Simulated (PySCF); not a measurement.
H10Si4, charge -1, doublet, at a GFN2-xTB geometry (a state made from the parent by changing its charge; the spin is typed, not shown lowest); BLYP/6-31G (PySCF).

Input for PySCF:
```python
from pyscf import gto, scf, dft

mol = gto.Mole()
mol.atom = '''
    Si    2.454647   -0.764551    1.029488
    Si    1.260091    0.999208    0.194901
    Si   -0.785170    0.366517   -0.828289
    Si   -2.905371   -0.507864   -0.467823
    H     3.000159   -0.754029    2.404170
    H     1.699146   -2.028620    1.027399
    H     3.669842   -1.089922    0.254331
    H     2.378652    2.009648   -0.043774
    H     0.747602    1.710597    1.424885
    H    -0.305255   -0.440426   -2.009152
    H    -1.119821    1.666895   -1.524889
    H    -3.521246    0.246044    0.658232
    H    -4.151177   -0.748951   -1.272925
    H    -2.736664   -1.877579    0.085858
'''
mol.basis = '6-31g'
mol.charge = -1
mol.spin = 1
mol.verbose = 4
mol.build()

mf = dft.UKS(mol)
mf.xc = 'blyp'
mf.diis = False
mf.max_cycle = 100
mf.kernel()
mf.analyze()
```

### Question
What does PySCF print? Leave out banner, timings and long lists.

### Answer

```
PySCF version 2.14.0

[INPUT] verbose = 4
[INPUT] num. atoms = 14
[INPUT] num. electrons = 67
[INPUT] charge = -1
[INPUT] spin (= nelec alpha-beta = 2S) = 1
[INPUT] symmetry False subgroup None
[INPUT] Mole.unit = angstrom
[INPUT] Symbol           X                Y                Z      unit          X                Y                Z       unit  Magmom
[...]
nuclear repulsion = 313.119834140286
number of shells = 48
number of NR pGTOs = 224
number of NR cGTOs = 72
basis = 6-31g
ecp = {}

******** <class 'pyscf.dft.uks.UKS'> ********
method = UKS
initial guess = minao
damping factor = 0
level_shift factor = 0
DIIS disabled
SCF conv_tol = 1e-09
SCF conv_tol_grad = None
SCF max_cycles = 100
direct_scf = True
direct_scf_tol = 1e-13
number electrons alpha = 34  beta = 33
XC library pyscf.dft.libxc version 7.1.2
    S. Lehtola, C. Steigemann, M. J. T. Oliveira, and M. A. L. Marques,  SoftwareX 7, 1–5 (2018)
XC functionals = blyp
    A. D. Becke,  Phys. Rev. A 38, 3098 (1988)
    C. Lee, W. Yang, and R. G. Parr,  Phys. Rev. B 37, 785 (1988)
    B. Miehlich, A. Savin, H. Stoll, and H. Preuss,  Chem. Phys. Lett. 157, 200 (1989)
radial grids:
    Treutler-Ahlrichs [JCP 102, 346 (1995); DOI:10.1063/1.469408] (M4) radial grids

becke partition: Becke, JCP 88, 2547 (1988); DOI:10.1063/1.454033
pruning grids: <function nwchem_prune>
grids dens level: 3
symmetrized grids: False
atomic radii adjust function: <function treutler_atomic_radii_adjust>
small_rho_cutoff = 0
Set gradient conv threshold to 3.16228e-05
tot grids = 174800
init E= -1163.50372786011

cycle= 1 E= -1163.69861247493  delta_E= -0.195  |g|= 0.141  |ddm|= 3.12
cycle= 2 E= -1163.71024439267  delta_E= -0.0116  |g|= 0.087  |ddm|= 0.985
cycle= 3 E= -1163.7055311379  delta_E= 0.00471  |g|= 0.113  |ddm|= 0.822
cycle= 4 E= -1163.6897058311  delta_E= 0.0158  |g|= 0.168  |ddm|= 1.06
cycle= 5 E= -1163.65358311887  delta_E= 0.0361  |g|= 0.257  |ddm|= 1.45
cycle= 6 E= -1163.56095791243  delta_E= 0.0926  |g|= 0.388  |ddm|= 2.29
cycle= 7 E= -1163.35158065176  delta_E= 0.209  |g|= 0.612  |ddm|= 3.12
cycle= 8 E= -1162.42565175148  delta_E= 0.926  |g|= 1.05  |ddm|=  5.4
cycle= 9 E= -1155.38897455894  delta_E= 7.04  |g|= 2.01  |ddm|= 8.57
cycle= 10 E= -1128.96072786427  delta_E= 26.4  |g|=    3  |ddm|= 36.4
cycle= 11 E= -1057.63079663314  delta_E= 71.3  |g|= 3.78  |ddm|= 51.4

cycle= 12 E= -936.191004408148  delta_E=  121  |g|= 3.69  |ddm|=  144

cycle= 13 E= -916.70545391957  delta_E= 19.5  |g|= 3.95  |ddm|=  183

[...]
SCF not converged.
Total Energy =                        -877.318622483455783
[...]
spin_pop of  4 H 1s       -0.00001
spin_pop of  4 H 2s        0.00796
spin_pop of  5 H 1s        0.00755
spin_pop of  5 H 2s        0.04865
spin_pop of  6 H 1s        0.00017
spin_pop of  6 H 2s        0.00936
spin_pop of  7 H 1s        0.00447
spin_pop of  7 H 2s        0.08291
spin_pop of  8 H 1s        0.00242
spin_pop of  8 H 2s        0.02562
spin_pop of  9 H 1s        0.00021
spin_pop of  9 H 2s        0.00005
spin_pop of  10 H 1s        0.00013
spin_pop of  10 H 2s        0.00029
spin_pop of  11 H 1s        0.00000
spin_pop of  11 H 2s        0.00001
spin_pop of  12 H 1s        0.00001
spin_pop of  12 H 2s        0.00000
spin_pop of  13 H 1s        0.00000
spin_pop of  13 H 2s        0.00000
 ** Mulliken Spin Density (per atom)  **
spin density of  0 Si =      0.29429
spin density of  1 Si =      0.50598
spin density of  2 Si =      0.00941
spin density of  3 Si =      0.00053
spin density of  4 H =      0.00794
spin density of  5 H =      0.05619
spin density of  6 H =      0.00953
spin density of  7 H =      0.08738
spin density of  8 H =      0.02804
spin density of  9 H =      0.00026
spin density of  10 H =      0.00042
spin density of  11 H =      0.00001
spin density of  12 H =      0.00001
spin density of  13 H =      0.00001
 ** Mulliken pop alpha/beta on meta-lowdin orthogonal AOs **
 ** Mulliken pop       alpha | beta **
In total            34.00000 | 33.00000
 ** Mulliken atomic charges   ( Nelec_alpha | Nelec_beta ) **
charge of  0Si =    -11.11524  (    12.70477     12.41047 )
charge of  1Si =     -7.69238  (    11.09918     10.59320 )
charge of  2Si =     11.78333  (     1.11304      1.10363 )
charge of  3Si =     11.99037  (     1.00508      1.00455 )
charge of  4H =     -2.94107  (     1.97451      1.96657 )
charge of  5H =     -1.28117  (     1.16868      1.11249 )
charge of  6H =     -2.93613  (     1.97283      1.96330 )
charge of  7H =     -2.68768  (     1.88753      1.80015 )
charge of  8H =     -1.11420  (     1.07112      1.04308 )
charge of  9H =      0.99779  (     0.00124      0.00098 )
charge of  10H =      0.99691  (     0.00176      0.00133 )
charge of  11H =      0.99979  (     0.00011      0.00010 )
charge of  12H =      0.99981  (     0.00010      0.00009 )
charge of  13H =      0.99988  (     0.00006      0.00006 )

WARN: System has nonzero charge -1; the dipole moment is origin-dependent.
Location of origin: [0. 0. 0.]

Dipole moment(X, Y, Z, Debye): -618.70543, -4.99157, -217.59270
```

Convergence was not reached.
